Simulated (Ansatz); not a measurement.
Geometry optimisation, RHF/def2-SVP (Ansatz 0.2.0).

Input file:

```yaml
crystal:
  periodic: [false, false, false]
  atoms:
    - { symbol: B, position_ang: [0.0, 0.0, 0.0] }
    - { symbol: F, position_ang: [0.0, 0.0, 1.67] }
    - { symbol: "N", position_ang: [1.3423, 0.0, -0.775] }
    - { symbol: H, position_ang: [1.8089, -0.9179, -1.0268] }
    - { symbol: H, position_ang: [1.7937, 0.9179, -1.0532] }
    - { symbol: F, position_ang: [-1.1431, 0.0, -0.66] }
    - { symbol: O, position_ang: [0.0766, 1.621, 0.5392] }
    - { symbol: H, position_ang: [0.4753, 1.6492, 1.4668] }
    - { symbol: H, position_ang: [0.0485, 1.0264, 1.5024] }
basis:
  gaussian: { orbitals: def2-SVP }
hamiltonian:
  xc: hf
relax:
  f_tol: 0.15
  max_steps: 25
  restrain:
    - { distance: [0, 6], at: 2.61, k: 30.0 }
    - { distance: [8, 1], at: 2.12, k: 30.0 }
    - { distance: [0, 1], at: 1.32, k: 30.0 }
    - { distance: [8, 6], at: 1.01, k: 30.0 }
```

Launched with:

```bash
$ ansatz run input.yaml --threads 1 --pin off --max-ram 2048MiB --backend cpu --events-out ev --progress --plain --runs-dir out
```

Task: Where does it end, and by what steps?

Result: The forces met the threshold. The restraints hold the end off the free minimum. After 13 steps the energy has fallen by 7.666 eV (the restraints' own energy left out); H5 moved furthest, 1.15 Å. Parted: B1–O7 (1.71 → 2.61 Å), H8–H9 (0.76 → 1.52 Å).

```json
{"step": "0", "energy less start (eV)": "0.0000", "largest force component (eV/Å)": "7.849", "accepted": "yes"}
{"step": "1", "energy less start (eV)": "-1.6045", "largest force component (eV/Å)": "6.113", "accepted": "yes"}
{"step": "2", "energy less start (eV)": "-2.7249", "largest force component (eV/Å)": "6.199", "accepted": "yes"}
{"step": "3", "energy less start (eV)": "-4.2790", "largest force component (eV/Å)": "5.400", "accepted": "yes"}
{"step": "4", "energy less start (eV)": "-5.8606", "largest force component (eV/Å)": "3.635", "accepted": "yes"}
{"step": "5", "energy less start (eV)": "-6.7903", "largest force component (eV/Å)": "2.933", "accepted": "yes"}
{"step": "6", "energy less start (eV)": "-7.0311", "largest force component (eV/Å)": "2.109", "accepted": "yes"}
{"step": "7", "energy less start (eV)": "-7.2782", "largest force component (eV/Å)": "1.637", "accepted": "yes"}
{"step": "8", "energy less start (eV)": "-7.4435", "largest force component (eV/Å)": "1.361", "accepted": "yes"}
{"step": "9", "energy less start (eV)": "-7.5292", "largest force component (eV/Å)": "1.273", "accepted": "yes"}
{"step": "10", "energy less start (eV)": "-7.6479", "largest force component (eV/Å)": "1.127", "accepted": "yes"}
{"step": "11", "energy less start (eV)": "-7.6626", "largest force component (eV/Å)": "1.006", "accepted": "yes"}
{"step": "12", "energy less start (eV)": "-7.6632", "largest force component (eV/Å)": "1.018", "accepted": "yes"}
{"step": "13", "energy less start (eV)": "-7.6658", "largest force component (eV/Å)": "1.063", "accepted": "yes"}
```

```xyz
9
Properties=species:S:1:pos:R:3
B 0.052 -0.189 -0.195
F -0.081 -0.656 1.039
N 1.286 -0.228 -0.840
H 2.119 -0.546 -0.394
H 1.404 0.109 -1.771
F -1.046 0.171 -0.826
O 0.039 2.001 1.233
H 0.860 2.330 1.569
H -0.232 1.304 1.849
```

The run took 32 s on 1 thread of Arm Neoverse V1, on a shared host, peak memory 0.16 GiB.
